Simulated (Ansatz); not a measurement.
Input (CCSDT(Q)/aug-cc-pV(D+d)Z; Ansatz, a quantum-chemistry and plane-wave program): A basis named .json is the Basis Set Exchange file of that set.

Ansatz 0.2 input:
```yaml
crystal:
  periodic: [false, false, false]
  atoms:
    - {symbol: B, position_ang: [-0.45726972, -0.32868559, 0.31969607]}
    - {symbol: H, position_ang: [-1.36850506, -0.89144821, 0.84660445]}
    - {symbol: S, position_ang: [1.13238029, -0.66601212, 0.97613855]}
    - {symbol: S, position_ang: [-0.77233410, 0.78519337, -1.06108445]}
    - {symbol: H, position_ang: [-2.10588545, 0.62797624, -1.08595045]}
basis:
  gaussian:
    orbitals: aug-cc-pV_D+d_Z.json
magnetization: {spin_polarized: true, initial_magnetization: 1}
correlation: {method: ccsdt_q, electrons: outside_noble_gas}
```

Output:

```
Functional definition: HF
integrals: 0.37 GiB planned
1788 factors; integrals over basis functions are off by at most 1.8e-7 eV
mean field: 0.58 GiB planned
mean field evaluation 1: about -22337.7547 eV, gradient 1.1e1 eV
mean field evaluation 2: about -22337.7546 eV, gradient 1.1e1 eV
mean field evaluation 4: about -22339.4133 eV, gradient 1.9e0 eV
mean field evaluation 8: about -22339.4943 eV, gradient 1.6e-1 eV
mean field evaluation 16: about -22339.4800 eV, gradient 7.0e-1 eV
mean field evaluation 32: about -22338.7848 eV, gradient 4.1e-4 eV
mean field evaluation 64: about -22337.5511 eV, gradient 6.2e0 eV
mean field evaluation 96: about -22335.6750 eV, gradient 6.0e0 eV
mean field evaluation 128: about -22335.5658 eV, gradient 6.6e-1 eV
mean field -22339.49544980 eV, -820.9613155263 hartree, gradient 2.7e-6 eV, S^2 0.763367; 5 other end points of the search recorded, 0 dependent functions left out
determinant -22339.49544980 eV, -820.9613155263 hartree, with singles and doubles -22350.09291574 eV, -821.3507652164 hartree
determinant -22338.78477169 eV, -820.9351985873 hartree, with singles and doubles -22349.36798905 eV, -821.3241246520 hartree
11 core orbitals not correlated
reference -22339.49544980 eV, -820.9613155263 hartree; 9, 8 occupied and 85, 86 virtual orbitals, 1788 factors
second order -9.37987568 eV of doubles, -0.00000000 eV of singles
coupled cluster: 8.93 GiB planned
cycle   1  -10.21058050 eV  change   -8.3e-1 eV  update   1.0e-1
cycle   2  -10.77291158 eV  change   -5.6e-1 eV  update   4.5e-2
cycle   3  -11.08366375 eV  change   -3.1e-1 eV  update   2.7e-2
cycle   4  -11.04995455 eV  change    3.4e-2 eV  update   1.1e-2
cycle   5  -11.04717566 eV  change    2.8e-3 eV  update   7.0e-3
cycle   6  -11.05549072 eV  change   -8.3e-3 eV  update   3.4e-3
cycle   7  -11.05573020 eV  change   -2.4e-4 eV  update   2.0e-3
cycle   8  -11.05526840 eV  change    4.6e-4 eV  update   9.1e-4
cycle   9  -11.05617698 eV  change   -9.1e-4 eV  update   5.2e-4
cycle  10  -11.05580270 eV  change    3.7e-4 eV  update   2.2e-4
cycle  11  -11.05580882 eV  change   -6.1e-6 eV  update   1.3e-4
cycle  12  -11.05589791 eV  change   -8.9e-5 eV  update   7.3e-5
cycle  13  -11.05593468 eV  change   -3.7e-5 eV  update   4.4e-5
cycle  14  -11.05596006 eV  change   -2.5e-5 eV  update   2.4e-5
cycle  15  -11.05596625 eV  change   -6.2e-6 eV  update   1.3e-5
cycle  16  -11.05595889 eV  change    7.4e-6 eV  update   7.3e-6
cycle  17  -11.05596043 eV  change   -1.5e-6 eV  update   3.9e-6
cycle  18  -11.05596162 eV  change   -1.2e-6 eV  update   2.2e-6
cycle  19  -11.05596169 eV  change   -6.9e-8 eV  update   1.2e-6
perturbative correction -0.02824212 eV, -0.0010378787 hartree
Total energy: -22350.57965361 eV, -821.3686525031 hartree
```
